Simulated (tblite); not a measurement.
C5H9OPSi.
SMILES with atom numbers: `[CH3:1][P@:2]1(=[O:3])[CH:4]=[CH:5][CH:6]=[C:7]1[SiH3:8]` (hydrogens: H9, H10, H11 on C1; H12 on C4; H13 on C5; H14 on C6; H15, H16, H17 on Si8)

Computed with GFN2-xTB (tblite), gas phase: Langevin dynamics at 300 K from the optimised GFN2-xTB geometry, time step 0.5 fs, friction 0.01 fs⁻¹, 2000 steps. Over the second half of the run the saved frames average 272 K.

The optimised geometry, where the run starts:
```
atom  x, y, z in Å
C1     -0.582   -2.041    0.231
P2     -0.652   -0.317    0.850
O3     -0.647   -0.224    2.315
C4     -2.006    0.508   -0.045
C5     -1.479    1.383   -0.907
C6     -0.023    1.439   -0.921
C7      0.609    0.619   -0.070
Si8     2.437    0.383    0.247
H9     -0.554   -2.080   -0.854
H10    -1.460   -2.564    0.605
H11     0.309   -2.504    0.652
H12    -3.055    0.329    0.112
H13    -2.055    2.022   -1.560
H14     0.486    2.118   -1.589
H15     3.155    1.347   -0.589
H16     2.788   -0.986   -0.152
H17     2.722    0.582    1.664
```

t = 225 fs, T = 178 K, E(pot) 0.561 eV above the start
```
atom  x, y, z in Å  |  force x, y, z in eV/Å
C1     -0.637   -2.086    0.192    0.112  -0.736  -0.555
P2     -0.824   -0.413    0.923   -0.794   0.092  -2.105
O3     -0.782   -0.493    2.374    0.174   0.306   0.941
C4     -2.292    0.498    0.214    1.564  -0.153   1.029
C5     -1.770    1.566   -0.409   -0.528   0.153   0.711
C6     -0.323    1.693   -0.540   -0.452  -1.805   0.015
C7      0.374    0.657   -0.034   -0.075   0.237   0.745
Si8     2.223    0.288    0.109   -0.418   0.144  -0.502
H9     -0.045   -2.021   -0.754   -0.794  -0.174   0.579
H10    -1.551   -2.767    0.079    1.176   1.242   0.175
H11     0.029   -2.494    0.959   -0.120  -0.395  -0.167
H12    -3.260    0.366    0.674    0.014   0.063  -0.593
H13    -2.407    2.373   -0.685   -0.239   0.533  -0.542
H14     0.092    2.442   -1.158    0.312   0.668  -0.303
H15     2.597    0.611    1.459    0.178   0.028   0.510
H16     3.080    1.092   -0.800   -0.371  -0.255   0.103
H17     2.264   -1.154   -0.162    0.261   0.052  -0.039
```

t = 425 fs, T = 317 K, E(pot) 0.465 eV above the start
```
atom  x, y, z in Å  |  force x, y, z in eV/Å
C1     -0.996   -1.913    0.213   -0.582   0.000   0.228
P2     -0.930   -0.267    1.076    1.437  -1.039   1.186
O3     -0.748   -0.536    2.533   -0.660   0.555  -1.069
C4     -2.267    0.712    0.399    0.112   1.479  -0.612
C5     -1.767    1.786   -0.265    0.375  -0.784   0.314
C6     -0.291    1.804   -0.311   -0.255  -0.433   0.621
C7      0.385    0.826    0.374   -1.440   0.814  -1.452
Si8     2.223    0.524    0.146   -0.313  -0.086  -0.808
H9     -1.994   -2.429    0.430    1.305   0.823  -0.410
H10    -0.209   -2.450    0.747   -0.108  -0.160  -0.224
H11    -0.765   -1.834   -0.855   -0.287  -0.171   0.334
H12    -3.299    0.468    0.473   -0.467  -0.046   0.179
H13    -2.333    2.577   -0.782    0.259  -0.652   0.369
H14     0.145    2.617   -0.884    0.255  -0.254   0.227
H15     2.409   -0.864    0.556    0.258   0.051   0.090
H16     2.895    1.639    0.769    0.309   0.100   0.367
H17     2.545    0.676   -1.331   -0.197  -0.196   0.659
```

t = 450 fs, T = 271 K, E(pot) 0.433 eV above the start
```
atom  x, y, z in Å  |  force x, y, z in eV/Å
C1     -1.099   -1.919    0.216   -0.172   0.433  -0.532
P2     -0.866   -0.289    1.079   -0.699  -0.231   0.943
O3     -0.834   -0.371    2.560    0.389  -0.213  -0.834
C4     -2.243    0.701    0.476   -0.377   1.072  -1.421
C5     -1.774    1.764   -0.237   -0.116  -0.931   0.431
C6     -0.309    1.820   -0.327   -1.182   1.218   0.100
C7      0.298    0.824    0.293    1.531  -0.513   0.017
Si8     2.146    0.605    0.213   -0.273  -0.931   0.711
H9     -1.909   -2.350    0.819    0.103  -0.031  -0.374
H10    -0.241   -2.592    0.245   -0.039   0.289   0.088
H11    -1.405   -1.741   -0.852    0.222  -0.247   1.084
H12    -3.284    0.386    0.538    0.333   0.357   0.145
H13    -2.347    2.517   -0.760   -0.213  -0.129   0.199
H14     0.195    2.713   -0.743   -0.380  -0.829   0.070
H15     2.414   -0.817    0.482    0.069   0.038  -0.166
H16     2.761    1.327    1.296    0.300   0.405   0.126
H17     2.374    0.946   -1.158    0.505   0.244  -0.589
```

t = 500 fs, T = 319 K, E(pot) 0.272 eV above the start
```
atom  x, y, z in Å  |  force x, y, z in eV/Å
C1     -1.066   -1.798    0.329   -0.675   0.284  -0.019
P2     -0.935   -0.162    1.153    0.950  -0.719  -0.396
O3     -0.587   -0.316    2.569   -0.223   0.249   0.182
C4     -2.382    0.793    0.621    0.564   0.482  -0.395
C5     -1.946    1.723   -0.242   -0.291   0.246  -0.096
C6     -0.519    1.674   -0.526    0.253   1.285  -0.731
C7      0.254    0.767    0.087   -0.427   0.179   0.294
Si8     2.159    0.713    0.230   -1.092  -0.185  -1.014
H9     -1.695   -2.425    0.934   -0.481  -0.182   0.345
H10    -0.115   -2.259    0.325    1.129  -0.281  -0.015
H11    -1.455   -1.763   -0.674   -0.111   0.175  -0.301
H12    -3.394    0.637    0.884   -0.544  -0.115   0.356
H13    -2.559    2.529   -0.700    0.407  -0.846   0.312
H14    -0.171    2.464   -1.221    0.121  -0.673   0.418
H15     2.573   -0.674    0.058    0.097  -0.100   0.093
H16     2.347    1.286    1.518    0.397   0.274   0.712
H17     2.699    1.505   -0.896   -0.073  -0.074   0.255
```

t = 625 fs, T = 349 K, E(pot) 0.426 eV above the start
```
atom  x, y, z in Å  |  force x, y, z in eV/Å
C1     -1.263   -1.782    0.624   -0.533   0.257   0.145
P2     -0.908   -0.066    1.321   -0.875  -0.520   1.381
O3     -0.673   -0.055    2.798   -0.005  -0.093  -1.654
C4     -2.364    0.897    0.716   -0.610  -0.297   0.473
C5     -1.974    1.700   -0.279   -0.746   0.014   0.092
C6     -0.576    1.688   -0.496    1.832  -0.994  -0.084
C7      0.192    0.814    0.213   -1.322   1.104  -0.401
Si8     1.988    0.570    0.032    1.021  -0.534   0.176
H9     -2.022   -2.135    1.342    0.325  -0.078  -0.049
H10    -0.384   -2.469    0.674   -0.742   0.743  -0.322
H11    -1.813   -1.729   -0.355    1.081  -0.083   0.720
H12    -3.381    0.797    1.123    0.639  -0.027  -0.389
H13    -2.584    2.310   -0.933   -0.193   0.027   0.350
H14    -0.092    2.254   -1.264   -0.096   0.513  -0.280
H15     2.068   -0.565   -0.871    0.151  -0.416  -0.226
H16     2.477    0.168    1.355    0.146   0.201  -0.149
H17     2.672    1.645   -0.683   -0.072   0.183   0.217
```

t = 650 fs, T = 218 K, E(pot) 0.588 eV above the start
```
atom  x, y, z in Å  |  force x, y, z in eV/Å
C1     -1.286   -1.808    0.834    1.160  -0.940  -0.876
P2     -1.050   -0.087    1.339    1.630  -0.370   1.902
O3     -0.911   -0.137    2.827    0.308   0.625  -1.186
C4     -2.382    0.915    0.772   -1.631   0.209  -0.446
C5     -1.961    1.736   -0.191    0.077   0.088   0.583
C6     -0.561    1.651   -0.506    0.933  -0.659   0.320
C7      0.195    0.770    0.208   -1.205   0.048   0.050
Si8     2.054    0.544   -0.010    0.290   0.333   0.504
H9     -1.579   -2.254    1.774    0.158  -0.337   0.115
H10    -0.326   -2.318    0.415   -1.725   0.886   0.617
H11    -2.134   -1.864    0.169    0.102  -0.262  -0.513
H12    -3.439    0.882    1.070    0.704  -0.118   0.147
H13    -2.615    2.491   -0.547   -0.196   0.498  -0.748
H14    -0.129    2.252   -1.284    0.008   0.231  -0.126
H15     2.434   -0.541   -0.936   -0.239   0.210   0.018
H16     2.774    0.279    1.260   -0.346  -0.003  -0.251
H17     2.470    1.912   -0.430   -0.028  -0.440  -0.109
```

t = 725 fs, T = 321 K, E(pot) 0.486 eV above the start
```
atom  x, y, z in Å  |  force x, y, z in eV/Å
C1     -1.391   -1.760    0.716   -0.978  -0.811   0.390
P2     -1.110   -0.073    1.454   -0.439  -0.691  -0.369
O3     -0.976   -0.072    2.921    0.089   0.083  -0.528
C4     -2.458    0.847    0.670   -0.479  -0.476   0.829
C5     -2.033    1.696   -0.236    0.939   0.813  -0.616
C6     -0.573    1.628   -0.405   -0.850   0.802  -0.405
C7      0.068    0.759    0.359    1.088  -0.910   0.373
Si8     1.841    0.198    0.122    0.500   0.417   0.575
H9     -1.328   -2.536    1.528    0.270   0.772  -0.822
H10    -0.739   -1.943   -0.118    0.711  -0.194   0.063
H11    -2.393   -1.896    0.240    0.400   0.484   0.676
H12    -3.438    0.564    0.934   -1.023   0.231   0.177
H13    -2.581    2.419   -0.833   -0.128  -0.391   0.163
H14    -0.112    2.287   -1.123    0.157  -0.109  -0.094
H15     1.998   -0.975   -0.774   -0.166   0.324   0.165
H16     2.500   -0.074    1.426   -0.278  -0.054  -0.377
H17     2.403    1.466   -0.381    0.188  -0.289  -0.199
```

t = 925 fs
```
atom  x, y, z in Å
C1     -2.159   -1.538    1.396
P2     -1.389    0.204    1.580
O3     -1.078    0.531    2.983
C4     -2.610    1.298    0.700
C5     -1.979    1.974   -0.284
C6     -0.530    1.732   -0.326
C7     -0.056    0.735    0.467
Si8     1.768    0.403    0.744
H9     -1.445   -2.384    1.478
H10    -2.600   -1.711    0.403
H11    -2.909   -1.587    2.155
H12    -3.672    1.394    0.971
H13    -2.515    2.696   -0.900
H14     0.100    2.423   -0.904
H15     1.891   -1.051    0.471
H16     2.282    0.759    2.081
H17     2.426    1.132   -0.391
```

Question: Estimate the potential energy and the forces of this last frame.

Answer: 0.414 eV above the start.

| atom | Fx (eV/Å) | Fy (eV/Å) | Fz (eV/Å) |
| --- | --- | --- | --- |
| C1 | 1.167 | 0.082 | -1.147 |
| P2 | -0.949 | -0.472 | -0.172 |
| O3 | -0.124 | -0.148 | -0.323 |
| C4 | 0.078 | 0.107 | -0.020 |
| C5 | -0.308 | -0.368 | 0.995 |
| C6 | -0.213 | -0.033 | 0.250 |
| C7 | -0.070 | 0.911 | -0.567 |
| Si8 | 0.186 | -0.288 | -0.409 |
| H9 | -0.112 | 0.758 | 0.463 |
| H10 | -0.057 | 0.522 | 0.271 |
| H11 | -0.307 | -0.051 | 0.438 |
| H12 | 0.678 | -0.153 | -0.283 |
| H13 | 0.489 | -0.213 | 0.023 |
| H14 | -0.278 | -0.644 | 0.148 |
| H15 | 0.117 | 0.222 | 0.158 |
| H16 | -0.169 | -0.039 | -0.354 |
| H17 | -0.128 | -0.191 | 0.529 |

The bond farthest from its length at the start is C1–P2 (1.914 against 1.833 Å), and half the difference of its two atoms' forces along it is -0.63 eV/Å (positive lengthens). The largest atomic force is 1.64 eV/Å.

The cost below is that of the whole dynamics run. Hardware: an AMD EPYC 9R45 with one thread (shared host). Cost: 12 s wall, 0.18 GiB resident at most.
